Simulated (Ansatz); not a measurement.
Two members of one family (Series SiH2MeX), computed with Ansatz in the gas phase. The two geometries come from different levels. Binding counts from free atoms in the multiplicity of their measured ground term, without zero-point energy. A dash marks a value that wasn't run or was left out as unsound. The structures are stationary points that may keep the symmetry of their start. Remarks come from the PBE and PBE0 runs and from stability tests at other levels; not every state was tested. HOMO above LUMO (over both spins in singlets and doublets, within one spin in higher multiplets; at PBE or PBE0), or a gap under 0.15 eV within one spin, warns that the state may not be the lowest or that an electron is smeared out.

First: SiH2Me(OMe) (singlet, charge 0, r2SCAN-D4/def2-SVP geometry).

```xyz
12

Si   -0.1063    0.3766    0.6066
H    -0.5916    1.7764    0.3679
H    -1.0579   -0.2807    1.5628
C     1.6286    0.3763    1.2811
H     1.6801    0.9169    2.2392
H     2.3200    0.8613    0.5747
H     1.9795   -0.6544    1.4487
O    -0.0736   -0.4678   -0.8331
C    -1.2117   -0.6771   -1.6366
H    -2.0029   -1.2346   -1.0992
H    -0.9176   -1.2688   -2.5180
H    -1.6466    0.2759   -1.9940
```

```tsv
level	HOMO (eV)	LUMO (eV)	gap (eV)	vertical IE (eV)	binding per atom (eV)
PBE-D4/def2-SVP	-6.22	0.37	6.59	–	3.82
PBE-D4/def2-TZVP	-6.42	-0.15	6.27	9.76	3.81
r2SCAN-D4/def2-TZVP	-6.75	0.32	7.07	9.90	3.79
B97M-V/def2-TZVP	-6.90	0.03	6.93	–	3.79
PBE0-D4/def2-SVP	-7.81	1.27	9.08	–	3.78
```

Remarks: gap within one spin near zero at PBE or PBE0 (+1 doublet).

Second: SiH2Me(NHMe) (singlet, charge 0, PBE0-D4/def2-SVP geometry).

```tsv
atom	x (Å)	y (Å)	z (Å)
Si1	-0.368	-0.098	0.765
H2	0.694	-0.314	1.800
H3	-1.315	0.928	1.335
C4	-1.341	-1.665	0.432
H5	-1.836	-2.016	1.351
H6	-0.682	-2.466	0.063
H7	-2.127	-1.490	-0.321
N8	0.429	0.380	-0.699
C9	1.433	1.413	-0.781
H10	-0.085	0.244	-1.563
H11	1.027	2.438	-0.892
H12	2.047	1.408	0.134
H13	2.122	1.237	-1.624
```

Task: Estimate how these quantities change from the first to the second (second minus first).

Result: 
```
              level  Δ HOMO (eV)  Δ LUMO (eV)  Δ gap (eV)  Δ vertical IE (eV)  Δ binding per atom (eV)
    PBE-D4/def2-SVP         1.20         0.23       -0.97                   –                    -0.09
   PBE-D4/def2-TZVP         1.17         0.18       -1.00               -1.21                    -0.09
r2SCAN-D4/def2-TZVP         1.24         0.23       -1.01               -1.34                    -0.11
   B97M-V/def2-TZVP         1.23         0.16       -1.07                   –                    -0.10
   PBE0-D4/def2-SVP         1.36         0.21       -1.15                   –                    -0.08
```
